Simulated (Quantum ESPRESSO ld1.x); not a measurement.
The numbers below are computed, except where a source is named.
Q: Te40+, 12 electrons, occupied as [Ne] 3s2 (the NIST ground configuration). Code: ld1.x of Quantum ESPRESSO 7.5. Model: non-relativistic Kohn-Sham, LDA (Slater exchange, VWN5 correlation), spin-polarised, spherical densities, point nucleus; relativity is left out, which matters for an element this heavy. Some entries of the table are withheld. Estimate them.

| orbital | occ. | eigenvalue (hartree) | r(max) (bohr) |
|---|---|---|---|
| 1s | 2 | (1) | (2) |
| 2s | 2 | (3) | 0.106 |
| 2p | 6 | (4) | 0.083 |
| 3s | 2 | -103.8436 | (5) |

A: 
(1) 1s eigenvalue (hartree): -1208.6395
(2) 1s r(max) (bohr): 0.019
(3) 2s eigenvalue (hartree): -254.3357
(4) 2p eigenvalue (hartree): -245.4413
(5) 3s r(max) (bohr): 0.281
